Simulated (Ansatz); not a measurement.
Energy needed to pull apart C₂H₂SeSi (SMILES C#C[SiH]=[Se]), closed shell, into free ground-state atoms, from the structure below (displaced at random from a GFN2-xTB minimum); no zero-point or spin–orbit terms; open-shell atoms are treated unrestricted, in their ground-state multiplicity.

```
6
angstrom
C 1.1909 0.3984 -1.2415
C 0.4987 0.1651 -0.3609
Si -0.7679 -0.2849 0.9846
Se -2.2372 -1.6041 0.7745
H 1.9354 0.8034 -2.1539
H -0.4052 0.6224 2.0624
```

Program: Ansatz 0.2.0. Basis: def2-TZVPP. Cores are frozen in the correlated methods. Filled d shells of the heavier atoms are correlated. The def2 sets are not built for correlating such inner shells, so the correlated values are less sure here.

| method | atomization energy (kcal/mol) |
| --- | --- |
| PBE-D4 | 546.7 |
| BLYP-D4 | ? |
| r2SCAN-D4 | 532.8 |
| PBE0-D4 | 532.0 |
| r2SCAN0-D4 | ? |
| wB97M-V | 528.8 |
| HF | 363.7 |
| MP2 | 528.4 |
| CCSD | 497.1 |
| CCSD(T) | 510.4 |

Q: What does r2SCAN0-D4 give? (To be estimated.)

A: By the calculation: 519.7 kcal/mol, which is about 9.2 kcal/mol more than CCSD(T)/def2-TZVPP.

Q: What does BLYP-D4 give? (To be estimated.)

A: Computed: 531.4 kcal/mol, which is about 20.9 kcal/mol more than CCSD(T)/def2-TZVPP.

In triple zeta the MP2 and coupled-cluster atomization energies are still short of their basis limit by a few kcal/mol a bond, whereas those of the functionals are nearly converged, so these differences are not deviations from converged CCSD(T).

No T1 diagnostic of these runs exceeds 0.014.

For scale, one of the runs: CCSD(T)/def2-TZVPP forces, 180 basis functions (an equivalent command: `ansatz run in.yaml --threads 4`). The run took 2.2 min on 4 CPU threads (shared host), with 3.1 GiB of host memory at its peak.
